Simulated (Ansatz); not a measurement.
Relaxation of C₃H₁₁NSi (16 atoms, charge 0, multiplicity 1), to a largest force component of 0.02 eV/Å in at most 40 steps.

These are results of Ansatz 0.2.0, RKS revPBE/STO-3G, not measurements.

```xyz
16
Properties=species:S:1:pos:R:3:forces:R:3
Si 0.000 0.000 0.000 1.55 -0.05 -0.83
C 0.000 0.000 1.870 -0.17 0.02 0.24
H -1.000 -0.309 2.240 0.27 0.10 0.20
H 0.768 -0.711 2.240 -0.25 0.20 0.15
H 0.232 1.020 2.240 -0.05 -0.32 0.18
N 1.716 0.000 -0.606 -2.86 0.26 -0.03
C 2.407 -1.273 -0.857 -0.03 0.59 0.15
H 1.743 -1.947 -1.437 0.08 -0.45 -0.10
H 3.336 -1.083 -1.433 0.10 -0.18 -0.03
H 2.664 -1.752 0.111 0.38 -0.65 0.10
C 2.411 1.273 -0.845 -0.02 -0.62 0.15
H 3.038 1.188 -1.757 0.27 0.28 -0.14
H 1.665 2.082 -0.984 0.09 0.19 -0.01
H 3.057 1.512 0.026 0.51 0.64 0.10
H -0.688 1.191 -0.486 0.05 0.08 -0.06
H -0.688 -1.191 -0.486 0.07 -0.10 -0.06
```

Q: Where does it end, and by what steps?

A: The run converged. Limits of this set-up: minimal basis. After 7 steps the energy has fallen by 0.383 eV; N6 moved furthest, 0.48 Å.

| step | energy less start (eV) | largest force component (eV/Å) | accepted |
| --- | --- | --- | --- |
| 0 | 0.0000 | 2.856 | yes |
| 1 | -0.2137 | 0.806 | yes |
| 2 | -0.2731 | 0.306 | yes |
| 3 | -0.3167 | 0.737 | yes |
| 4 | -0.3543 | 0.518 | yes |
| 5 | -0.3817 | 0.089 | yes |
| 6 | -0.3831 | 0.030 | yes |
| 7 | -0.3833 | 0.016 | yes |

```xyz
16
Properties=species:S:1:pos:R:3
Si -0.036 -0.015 -0.109
C 0.112 -0.032 1.783
H -0.893 -0.059 2.242
H 0.667 -0.916 2.145
H 0.627 0.869 2.163
N 1.510 0.015 -1.036
C 2.370 -1.212 -0.834
H 1.761 -2.122 -1.031
H 3.214 -1.195 -1.561
H 2.817 -1.310 0.190
C 2.343 1.254 -0.798
H 3.185 1.277 -1.527
H 1.714 2.156 -0.968
H 2.790 1.331 0.228
H -0.776 1.176 -0.513
H -0.742 -1.219 -0.537
```

Whether the end is a true minimum wasn't checked by a vibrational analysis.

The run took 25 s on 1 thread of Arm Neoverse V2 (shared host), peak memory 0.14 GiB.
